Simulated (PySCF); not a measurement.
PySCF 2.14 output of a UHF calculation on a single atom or ion in def2-TZVP with the def2 core potential (28 electrons) (6s5p3d2f, 50 functions), with scalar relativity through the core potential:

```
SCF conv_tol = 1e-09
number electrons alpha = 12  beta = 10
cycle= 1 E= -294.558724098734  delta_E= -0.00347  |g|= 0.0205  |ddm|= 0.0925
cycle= 2 E= -294.5590418321  delta_E= -0.000318  |g|= 0.00666  |ddm|= 0.028
cycle= 3 E= -294.559081335943  delta_E= -3.95e-05  |g|= 0.000413  |ddm|= 0.0133
cycle= 4 E= -294.559081488872  delta_E= -1.53e-07  |g|= 5.57e-05  |ddm|= 0.000699
cycle= 5 E= -294.559081490278  delta_E= -1.41e-09  |g|= 1.08e-05  |ddm|= 8.86e-05
cycle= 6 E= -294.559081490308  delta_E= -3.02e-11  |g|= 8.41e-07  |ddm|= 1.5e-05
converged SCF energy = -294.559081490308  <S^2> = 2.0070289  2S+1 = 3.0046823
```

The run itself started from symmetry-adapted Hartree-Fock orbitals and held the occupation by maximum overlap, so the iterations belong to that start.

Question: Which element, charge and spin multiplicity is this?

Answer: I³⁺ (iodine, charge +3), multiplicity 3; the state was [Kr] 4d10 5s2 5p2, high-spin 3P determinant.

Energies and moments cover only the electrons outside the core potential.
